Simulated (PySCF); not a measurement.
C3H9FSi, SMILES C[Si](C)(C)F.

Coordinates come from a PBE0-D3(BJ)/def2-SVP optimisation.

Level of theory: PBE/def2-TZVP run with PySCF.

```yaml
total_energy: -508.85508 hartree
point_group: C3v
highest_occupied_level: -7.23 eV
lowest_empty_level: 0.11 eV
orbital_gap: 7.34 eV
dipole_moment: 1.86 D
quadrupole, principal values (traceless, Buckingham form, about the centre of nuclear charge): -3.76, 1.88, 1.88 D·Å
mean_static_polarisability: 63.0 bohr³ (9.33 Å³)
polarisability_principal_values: 56.1, 66.4, 66.4 bohr³
```
